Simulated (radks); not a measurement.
Values are calculated unless marked as measured or tabulated.
Spherical quantum dot in the effective-mass picture: electrons in a parabolic well V = omega^2 r^2 / 2 with omega = 0.0578, with a point charge +2 (a donor) at the centre, all in effective atomic units (hartree* = m*/eps^2 hartree, bohr* = eps/m* bohr), one dielectric constant everywhere. Level of theory: non-relativistic Kohn-Sham, exchange-only LDA, spin-polarised, spherical densities (a radial shooting solver with Libxc functionals). Levels are named by radial order and angular momentum (1s, 1p, 1d, 2s, ...), and open shells are averaged over m.

N = 21, configuration 1s2 1p(up 3, down 0) 1d(up 5, down 0) 2s(up 1, down 0) 1f(up 7, down 0) 2p(up 2, down 0) 3s(up 1, down 0). This is the lowest configuration that the search found (a dilute case). Occupied and some empty levels:

| level | occupation | eigenvalue (hartree*) | <r> (bohr*) |
|---|---|---|---|
| 1s up | 1 | 1.0750 | 0.9817 |
| 1s down | 1 | 1.0776 | 0.9702 |
| 2s up | 1 | 1.5002 | 11.74 |
| 1p up | 3 | 1.5091 | 12.73 |
| 1d up | 5 | 1.5232 | 13.74 |
| 3s up | 1 | 1.5403 | 10.85 |
| 1f up | 7 | 1.5405 | 14.49 |
| 2p up | 2 | 1.5562 | 11.25 |
| 1g up | 0 | 1.5609 | 15.11 |
| 2d up | 0 | 1.5819 | 12.63 |
| 1h up | 0 | 1.5840 | 15.66 |
| 2f up | 0 | 1.6083 | 13.74 |
| 2s down | 0 | 1.6102 | 13.00 |
| 3p up | 0 | 1.6151 | 12.29 |
| 1p down | 0 | 1.6175 | 14.45 |
| 1d down | 0 | 1.6284 | 15.53 |
| 3s down | 0 | 1.6379 | 10.94 |
| 1f down | 0 | 1.6419 | 16.24 |
| 2p down | 0 | 1.6543 | 11.47 |
| 1g down | 0 | 1.6581 | 16.82 |
| 1h down | 0 | 1.6767 | 17.33 |
| 2d down | 0 | 1.6781 | 13.49 |
| 2f down | 0 | 1.7008 | 14.68 |
| 3p down | 0 | 1.7008 | 12.26 |

Energy (hartree*): total 14.7063, kinetic 3.4880, external -3.6973, Hartree 17.331, exchange-correlation -2.4156.

Electron density:

| r (bohr*) | n(r) (e/bohr*^3) |
|---|---|
| 1.19 | 0.05425 |
| 3.17 | 0.0008229 |
| 5.15 | 0.0008849 |
| 7.13 | 0.0008736 |
| 9.12 | 0.0007999 |
| 11.1 | 0.0008550 |
| 13.1 | 0.0009426 |
| 15.1 | 0.0007940 |
| 17.1 | 0.0004154 |
| 19.0 | 0.0001230 |
| 21.0 | 0.00002012 |
| 23.0 | 1.848e-06 |
| 25.0 | 9.566e-08 |
